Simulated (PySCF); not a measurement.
Sb(OMe)(SiH3)2 (CH9OSbSi2), SMILES C[O][Sb]([SiH3])[SiH3].

Coordinates come from a r2SCAN-D4/def2-SVP optimisation. The def2 effective core potentials stand for the cores of Sb; spin–orbit coupling is left out. One conformer was computed; it need not be the lowest.

Two levels are set side by side: PBE/def2-TZVP (PySCF) and ωB97X/def2-TZVP (PySCF). Same geometry, gas phase. Differences are taken from unrounded values.

```tsv
quantity	PBE
orbital gap (eV)	3.16
highest occupied level (eV)	-5.58
lowest empty level (eV)	-2.42
dipole moment (D)	1.04
mean polarisability (bohr³)	127.0
```

Question: These are the PBE values. What does ωB97X give? (An estimate is asked for; the answer gives what the named calculation found.)

Answer: 
```json
[
 {"quantity": "orbital gap (eV)", "ωB97X": "9.16", "PBE minus ωB97X": "-6.00"},
 {"quantity": "highest occupied level (eV)", "ωB97X": "-8.84", "PBE minus ωB97X": "3.25"},
 {"quantity": "lowest empty level (eV)", "ωB97X": "0.32", "PBE minus ωB97X": "-2.74"},
 {"quantity": "dipole moment (D)", "ωB97X": "1.25", "PBE minus ωB97X": "-0.21"},
 {"quantity": "mean polarisability (bohr³)", "ωB97X": "121.0", "PBE minus ωB97X": "6.0"}
]
```

Without exact exchange PBE keeps part of each electron's self-repulsion, which lifts occupied levels and narrows the gap. PBE's more diffuse valence density responds more strongly to a field. Differences between two approximate levels are no errors against the true value.

Rough cost on one machine, each run with all the roots and properties that it gave: ωB97X against PBE within a factor of 2.
